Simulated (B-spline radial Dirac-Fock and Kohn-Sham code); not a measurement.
Model: independent-particle photoionisation in a Dirac-Hartree-Slater potential with a Latter tail, all multipoles, thresholds from Dirac-Fock ΔSCF. Program: a radial B-spline solver. Kinetic energies are from the vacuum level. Open shells are spread statistically over j, without multiplet splitting. Without correlation, outer binding energies are uncertain by a few eV, most for open f shells.

**Question.** A free atom or ion in its tabulated ground configuration is ionised with 800 eV photons and gives these photoelectron lines. Identify it and assign the lines.

```
kinetic energy (eV)  relative cross section
              462.6                    44.2
              511.1                    50.7
              513.9                   100.0
              576.9                     3.9
              577.3                     5.7
```

**Answer.** Ni⁹⁺, [Ar] 3d1. Binding energies are hν less the kinetic energy: 3s 337.4 eV, 3p1/2 288.9 eV, 3p3/2 286.1 eV, 3d3/2 223.1 eV, 3d5/2 222.7 eV.

Values without a named source are computed, but for edge energies of neutral atoms, which are taken from tables.
